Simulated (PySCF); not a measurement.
CH$_{6}$OSi$_{2}$, SMILES `[SiH2]=CO[SiH3]` (Si–C–O–Si torsion 0°), neutral singlet in the gas phase. 

Z-matrix (Å, degrees):
```
C
O 1 1.3628
H 1 1.0871 2 111.25
Si 2 1.6600 1 126.06 3 179.66
Si 1 1.7306 3 117.49 2 -179.96
H 5 1.4679 1 117.61 3 0.00
H 5 1.4706 6 118.89 1 179.96
H 4 1.4736 2 105.71 1 179.94
H 4 1.4818 8 111.30 2 -119.16
H 4 1.4818 8 111.27 9 -121.66
```
Charge 0, multiplicity 1.

All levels are single points at this geometry (B3LYP-D3(BJ)/def2-TZVP); Pople sets use spherical d functions. Orbital energies aren't observables, and empty levels follow the basis.

```csv
level,HOMO (eV),LUMO (eV),gap (eV),dipole (D),"vertical IE, Delta-SCF (eV)"
TPSSh-D3(BJ)/def2-TZVP in PySCF,-5.38,-1.36,4.03,0.68,7.85
B3LYP/6-31G* in PySCF,-5.55,-0.79,4.76,0.68,7.83
B3LYP/LANL2DZ in PySCF,-5.74,-0.93,4.81,1.24,–
PBE/6-31G* in PySCF,-4.82,-1.46,3.35,0.61,7.81
HF/3-21G in PySCF,-7.78,2.80,10.58,0.92,–
HF/STO-3G in PySCF,-4.28,7.85,12.12,1.33,–
```
